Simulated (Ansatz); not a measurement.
Cl3HO2W, SMILES `[O]=[W]([OH])([Cl])([Cl])[Cl]`, relaxed with RKS PBE0-D4/def2-TZVP in Ansatz from a PBE-D4/def2-SVP geometry. The force threshold is 0.005 eV/Å; the program also tests the step.

Total charge 0; spin multiplicity 1. W: def2 effective core potential.

Start:

```xyz
7

O     0.025    1.102    1.425
W     0.283    0.059    0.112
O    -1.369   -0.296   -0.736
Cl    0.707    1.603   -1.586
Cl    2.553   -0.439    0.004
Cl    0.052   -2.001    1.194
H    -2.251   -0.029   -0.413
```

(1) By how much does the energy fall, and how many steps does the optimiser take? (Best estimate.)

(2) Which bonds change most? (Best estimate.)

(3) Give the relaxed structure. (Estimate.)

## Answers

(1) Computed: 3.18 kcal/mol, in 45 steps, 11 of them rejected.

(2) Computed: W2–Cl6 from 2.338 to 2.303 Å; W2–Cl4 from 2.334 to 2.303 Å; W2–Cl5 from 2.326 to 2.297 Å; O1–W2 from 1.697 to 1.671 Å.

(3) Computed: 
```xyz
7

O     0.248    1.226    1.480
W     0.260    0.135    0.214
O    -1.553    0.105   -0.229
Cl    0.605    1.307   -1.738
Cl    2.490   -0.400    0.096
Cl   -0.032   -1.977    1.084
H    -2.018   -0.396   -0.906
```
